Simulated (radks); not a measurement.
Removal energies from the antimony ion Sb3+, [Kr] 4d10 5s2, by Delta-SCF beside the eigenvalue of the level emptied. Calculated with a radial shooting solver on a logarithmic mesh with Libxc functionals: scalar-relativistic Kohn-Sham, LDA (Slater exchange, Perdew-Wang correlation), spin-polarised, spherical densities, finite nucleus; Fermi nuclear charge, rms radius of each element as measured or else 0.836 A^(1/3) + 0.57 fm. Open shells are filled with parallel spins first.

| removed from | final configuration | Delta-SCF (eV) | -eigenvalue (eV) |
|---|---|---|---|
| 5s | [Kr] 4d10 5s1 | 44.508 | 39.394 |
| 4d | [Kr] 4d9 5s2 | 72.033 | 62.952 |
| 4p | [Ar] 3d10 4s2 4p5 4d10 5s2 | 141.25 | 131.20 |
| 4s | [Ar] 3d10 4s1 4p6 4d10 5s2 | 188.60 | 178.11 |
